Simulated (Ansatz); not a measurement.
Task: Name a neutral molecule of Al, C, F, O and H with LUMO energy (B3LYP/def2-TZVPP) between -3.00 and -2.70 eV and LUMO energy (PBE0/def2-TZVPP) between -2.75 and -2.45 eV (Ansatz, PBE0-D4/def2-TZVP geometry).

Result: `O=[C]1O[CH](F)[AlH]1` (-2.89 eV, -2.65 eV); `O=[CH][AlH][F]` (-2.72 eV, -2.47 eV). Other molecules can fit too; these were computed, each in one conformer that needn't be the lowest.

B3LYP here is the variant with VWN-RPA as its local correlation; programs differ in this.
